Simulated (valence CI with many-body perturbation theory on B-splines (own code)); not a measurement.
# Nd¹⁰⁺: configurations and terms from energies and g

Computed by relativistic CI+MBPT: four valence electrons over a frozen Dirac-Fock core [Kr] 4d10, radial functions for each j: 8 s, 8 p, 9 d, 9 f, 6 g, 3 h, 2 i, with the one-electron correlation potential Σ1, the two-electron term Σ2, the three-electron term Σ3, Breit, model QED; selected CI, second order for the rest, scaled by the run's own slope (own B-spline code, finite nucleus).

No measured spectrum was set against this ion. As an estimate, terms of the open shell hold to a few per cent of their energy, and close levels can change places; configurations with another count of f electrons can be misplaced by thousands of cm⁻¹. Core correlation moves these levels by up to 55000 cm⁻¹, and in measured spectra 5 to 20 % of such shifts remained as error; rates that hang on mixing are uncertain with them. Among the levels kept, up to 280 cm⁻¹ of a level comes from second order outside the variational space, and about a tenth of that is noise between levels of different J, which matters for small intervals.

```tsv
No.	J	Parity	E (cm⁻¹)	g
2	4	even	1760	0.806
4	5	even	4837	1.032
7	6	even	7994	1.165
8	2	even	9402	0.685
9	3	even	11266	1.084
12	2	even	26000	1.032
14	6	even	32592	0.999
15	1	even	33011	1.500
16	2	even	34945	1.459
22	5	even	48841	1.200
```

Energies count from the lowest level. Strongly mixed levels and levels close to another of their J and parity, and those with J = 0 are left out, so the numbers can have gaps.

(1) Give configuration and LS term of each level.

## Answers

(1) 2: 4f2 5s2 3H; 4: 4f2 5s2 3H; 7: 4f2 5s2 3H; 8: 4f2 5s2 3F; 9: 4f2 5s2 3F; 12: 4f2 5s2 1D; 14: 4f2 5s2 1I; 15: 4f2 5s2 3P; 16: 4f2 5s2 3P; 22: 4f 5s2 5p 3G.
